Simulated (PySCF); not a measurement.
Mayer bond orders and bond lengths

Compound: C₅H₁₈OSSi₃.
SMILES with atom numbers: `[CH3:1][CH2:2][Si@@H:3]([O:4][Si:5]([CH3:6])([CH3:7])[CH3:8])[S:9][SiH3:10]` (hydrogens: H11, H12, H13 on C1; H14, H15 on C2; H16 on Si3; H17, H18, H19 on C6; H20, H21, H22 on C7; H23, H24, H25 on C8; H26, H27, H28 on Si10)

Geometry (PBE0-D3(BJ)/def2-SVP, Å), atoms numbered from 1 in this order:
```xyz
28
C5H18OSSi3 angstrom
C     -3.5683   -1.8566   -0.7086
C     -2.3027   -1.1249   -1.1408
Si    -0.9461   -1.0922    0.1434
O      0.2825   -0.1546   -0.4283
Si     1.8741    0.3181   -0.1482
C      2.0185    2.0873   -0.7339
C      2.9807   -0.8076   -1.1546
C      2.2362    0.1545    1.6814
S     -1.6692   -0.3100    2.0285
Si    -1.7523    1.7706    1.5069
H     -4.0081   -1.3914    0.1872
H     -4.3321   -1.8499   -1.5014
H     -3.3640   -2.9103   -0.4594
H     -2.5198   -0.0783   -1.4140
H     -1.8635   -1.5849   -2.0442
H     -0.4809   -2.4693    0.4906
H      1.3329    2.7453   -0.1785
H      1.7714    2.1623   -1.8043
H      3.0430    2.4671   -0.5934
H      2.7321   -0.7430   -2.2255
H      2.8654   -1.8572   -0.8414
H      4.0413   -0.5341   -1.0350
H      3.2649    0.4717    1.9148
H      2.1213   -0.8907    2.0098
H      1.5426    0.7667    2.2780
H     -2.2450    1.9669    0.1114
H     -0.4172    2.4252    1.6416
H     -2.6972    2.4124    2.4652
```

Bond orders from the PBE0/pcSseg-1 density (PySCF). Geometry: PBE0-D3(BJ)/def2-SVP, one conformer, isolated molecule.

**Question.** Where do the orders between heavy atoms depart from those drawn in the SMILES?

**Answer.** The largest departure is 0.184, at O4–Si5 (drawn single, 0.816). Drawn single, order below 0.88: O4–Si5 (0.816).

**Question.** Set the Mayer orders of the bonds between heavy atoms beside their lengths.

**Answer.** 
```
   bond  drawn as  length (Å)  Mayer order
  C1–C2    single       1.524        1.045
 C2–Si3    single       1.868        0.933
 Si3–O4    single       1.648        0.920
 O4–Si5    single       1.684        0.816
 Si5–C6    single       1.869        0.967
 Si5–C7    single       1.872        0.970
 Si5–C8    single       1.872        0.977
 Si3–S9    single       2.165        0.963
S9–Si10    single       2.147        0.948
```

By pair of heavy elements: C–Si: lowest C2–Si3 (0.933, 1.868 Å), highest Si5–C8 (0.977, 1.872 Å); in 2 of the 6 pairs the longer bond (by over 0.003 Å) has the higher order (by 0.02 or more). O–Si: lowest O4–Si5 (0.816, 1.684 Å), highest Si3–O4 (0.920, 1.648 Å). S–Si: all 2 within 0.02 of one another (0.948 to 0.963).

**Question.** And the bonds to hydrogen?

**Answer.** C–H: 0.93 to 0.97 (14 bonds); H–Si: 0.91 to 0.94 (4 bonds).

**Question.** Sum the orders of all bonds at each heavy atom with more than one neighbour and set the sums beside the valence in the SMILES.

**Answer.** C1 3.938 (drawn 4), C2 3.847 (drawn 4), Si3 3.749 (drawn 4), O4 1.736 (drawn 2), Si5 3.730 (drawn 4), C6 3.820 (drawn 4), C7 3.824 (drawn 4), C8 3.821 (drawn 4), S9 1.911 (drawn 2), Si10 3.712 (drawn 4). Orders between atoms that aren't bonded are not in these sums.

The Mayer order sums products of elements of PS (density times overlap matrix) between the two atoms' basis functions, so it depends on the basis set.

The run behind these numbers computed NMR shieldings as well. Time: 1.7 min of wall time. Hardware: Arm Neoverse V1, one thread, no GPU, on a shared host.
